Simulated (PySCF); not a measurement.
Ge(NH2)(SH) (GeH3NS), SMILES [NH2][Ge][SH] (connectivity only; charge and spin as stated), neutral, multiplicity 1. Atoms are numbered in the order given.

```xyz
6

Ge     0.4950     0.4800     0.0000
N     -1.1200     1.3082     0.0000
H     -1.1888     2.3132     0.0000
H     -2.0213     0.8563     0.0000
S     -0.3523    -1.5937     0.0000
H      0.8460    -2.1891     0.0000
```
Charge 0, spin multiplicity 1.

Coordinates come from a ωB97X-D3(BJ)/def2-TZVP optimisation. Other conformers were not sampled.

These are KT2/pcSseg-2 (PySCF) values and carry that method's errors.

GIAO shieldings, no solvent; atoms listed in one row are averaged. δ = σ(ref) − σ: ⁷³Ge against GeH4 (σ = 1672.1 ppm); ¹⁵N against NH3 (σ = 261.9 ppm); ¹H against TMS (σ = 31.47 ppm); ³³S against H2S (σ = 720.7 ppm), references at their B3LYP-D3(BJ)/def2-TZVP geometries, non-relativistic.

Problem. Estimate the chemical shifts. (An estimate is asked for; the answer gives what the named calculation found.)

Solution. 
| nucleus | atoms | count | δ (ppm) |
|---|---|---|---|
| ⁷³Ge | Ge1 | 1 | 780.1 |
| ¹⁵N | N2 | 1 | 149.3 |
| ¹H | H4 | 1 | 5.47 |
| ¹H | H3 | 1 | 5.06 |
| ¹H | H6 | 1 | 2.95 |
| ³³S | S5 | 1 | 288.7 |
